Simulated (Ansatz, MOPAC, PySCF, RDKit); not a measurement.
Complex: HF (SMILES F) (first 2 atoms) with CH2F2 (SMILES FCF); geometry from B3LYP-D3(BJ)/def2-TZVP, rigid monomers moved along the line of their centres of mass till H2···F3 is 2.55 Å.
(charge 0, multiplicity 1):
```csv
atom,x (Å),y (Å),z (Å)
F,-0.1266,0.0956,-0.0637
H,0.1928,0.6239,0.6339
F,0.8127,0.9333,3.0897
C,0.4457,-0.1459,3.8739
F,-0.6569,0.2046,4.5739
H,1.2658,-0.3445,4.5629
H,0.2076,-0.9765,3.2102
```

Interaction energies are E(AB) − E(A) − E(B) at the monomers' geometry in the complex; basis-set methods are counterpoise corrected. RDKit's UFF carries no charges.

Cores are frozen in the correlated methods. CBS(a, b) extrapolates the correlation energy as X⁻³ and adds the Hartree–Fock energy of set b. Rows in 6-31G* carry no dispersion term and start afresh at each structure (6-31G* with six Cartesian d functions). The state reached by AM1, PM3 isn't checked.

Run with Ansatz (Gaussian basis) for Hartree–Fock, density functionals and correlated methods; MOPAC for AM1, PM3 (differences of heats of formation); PySCF for 6-31G* rows, the dispersion terms; RDKit for the force fields. Values without a source in brackets are computed.

```csv
level,interaction energy (kcal/mol)
UFF,-0.09
AM1,-1.42
PM3,-1.05
PBE-D3(BJ)/def2-TZVPPD,-2.50
r2SCAN/def2-TZVPPD,-2.34
B3LYP/6-31G*,___
PBE0-D3(BJ)/def2-TZVPPD,-2.47
MP2/aug-cc-pVTZ,-2.34
"MP2/CBS(aug-cc-pVDZ, aug-cc-pVTZ) + ΔCCSD(T)/aug-cc-pVDZ",___
```

Fill in the missing entries.


- B3LYP/6-31G*, interaction energy (kcal/mol): -2.08
- MP2/CBS(aug-cc-pVDZ, aug-cc-pVTZ) + ΔCCSD(T)/aug-cc-pVDZ, interaction energy (kcal/mol): -2.41

Ansatz is a program for electronic structure.
